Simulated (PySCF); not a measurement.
A species of formula C5H9NOSi has this rotational fingerprint, computed with B3LYP/def2-SVPD in PySCF (dipole) on a GFN2-xTB geometry, gas phase:

```
Rotational constants : A = 6557, B = 852.6, C = 764.6 MHz
Dipole components    : |μa| = 2.26 D, |μb| = 0.22 D, |μc| = 0.01 D
Inertial defect      : -8.87 u·Å²
κ                    : -0.97
```

Task: Which structure is it? (One computed conformer of each.)
A. `[CH3:1][n:2]1[cH:3][cH:4][c:5]([O:6][SiH3:7])[cH:8]1` with C4–C5–O6–Si7 0°
B. `[CH2:1]=[CH:2][CH2:3][C@@H:4]([C:5]#[N:6])[O:7][SiH3:8]` with C1–C2–C3–C4 -116°, C2–C3–C4–C5 170°, C3–C4–O7–Si8 153°
C. `[SiH3:1][CH2:2][CH2:3][c:4]1[cH:5][o:6][cH:7][n:8]1` with Si1–C2–C3–C4 -58°, C2–C3–C4–C5 -91°

Result: A. It is Cn1ccc(O[SiH3])c1, a near-prolate asymmetric top. The candidates at the same level (rigid rotor, commonest isotopes):

| SMILES | A (MHz) | B (MHz) | C (MHz) | μa (D) | μb (D) | μc (D) | Δ (u·Å²) | point group | rotor |
| --- | --- | --- | --- | --- | --- | --- | --- | --- | --- |
| C=CC[C@@H](C#N)O[SiH3] | 1950 | 1178 | 777.7 | 1.81 | 2.88 | 0.76 | -38.42 | C1 | asymmetric top |
| [SiH3]CCc1cocn1 | 3388 | 1130 | 968.2 | 0.78 | 1.41 | 0.66 | -74.33 | C1 | asymmetric top |
| Cn1ccc(O[SiH3])c1 | 6557 | 852.6 | 764.6 | 2.26 | 0.22 | 0.01 | -8.87 | near Cs | near-prolate asymmetric top |

`C=CC[C@@H](C#N)O[SiH3]` has A 70 % too low; `[SiH3]CCc1cocn1` has A 48 % too low. No structure here is proved a minimum.
